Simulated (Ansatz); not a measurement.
**CHAlO2: structure from calculated spectroscopic constants**

These gas-phase data were calculated for one isomer of CHAlO2 at PBE0-D3(BJ)/pcseg-1 (harmonic, unscaled wavenumbers; equilibrium rotational constants with average atomic masses):

```
rotational constants            : 23.91, 4.623, 3.874 GHz
all wavenumbers above 1500 cm⁻¹ : 1991, 1922
```

Candidates:

(1) `O=[C]1[O][AlH]1`, a singlet
(2) `O=C[O][Al]`, a singlet

Which structure fits?

Candidate (1). No mode falls between 2750 and 3290 cm⁻¹, where the C–H stretch of (2) would stand.

The same quantities for all candidates:

```
     rotational constants (GHz)  wavenumbers above 1500 cm⁻¹  E above the lowest, PBE0-D3(BJ)/pcseg-1 (kcal/mol)
(1)         23.91, 4.623, 3.874                   1991, 1922                                                36.6
(2)          22.5, 3.891, 3.318                   3055, 1817                                                 0.0
```

Harmonic stretches to hydrogen usually lie a few per cent above observed fundamentals. Each candidate is one conformer. Programs: Ansatz 0.2.0.
